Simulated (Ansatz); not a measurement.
`C[S][ZnH]` at its PBE0-D4/def2-TZVP geometry, where that method's forces vanish. Charge 0, multiplicity 1.

```json
{"atom": "C1", "x (Å)": "0.9692", "y (Å)": "0.4352", "z (Å)": "0.4134"}
{"atom": "S2", "x (Å)": "-0.7324", "y (Å)": "1.0553", "z (Å)": "0.1896"}
{"atom": "Zn3", "x (Å)": "-1.7382", "y (Å)": "-0.6516", "z (Å)": "-0.6951"}
{"atom": "H4", "x (Å)": "1.4386", "y (Å)": "0.1922", "z (Å)": "-0.5389"}
{"atom": "H5", "x (Å)": "1.0018", "y (Å)": "-0.4306", "z (Å)": "1.0733"}
{"atom": "H6", "x (Å)": "1.5339", "y (Å)": "1.2428", "z (Å)": "0.8789"}
{"atom": "H7", "x (Å)": "-2.4729", "y (Å)": "-1.8434", "z (Å)": "-1.3211"}
```

Question: For each bond, give half the difference of the two atoms' forces along it (eV/Å; positive pushes the atoms apart) under PBE-D4, r2SCAN-D4, B3LYP-D4, ωB97M-V in def2-TZVPP. (Best estimate.)

Answer: Ansatz gave: 
```
  bond  length (Å)  PBE-D4  r2SCAN-D4  B3LYP-D4  ωB97M-V
 C1–S2       1.825    0.17       0.21      0.30     0.14
 C1–H4       1.089    0.09      -0.05     -0.09    -0.08
 C1–H5       1.089    0.09      -0.05     -0.09    -0.08
 C1–H6       1.090    0.12      -0.04     -0.09    -0.08
S2–Zn3       2.170    0.08      -0.03      0.19     0.05
Zn3–H7       1.534   -0.10      -0.19     -0.18    -0.15
```

B3LYP here is the variant with VWN-RPA as its local correlation; programs differ in this.
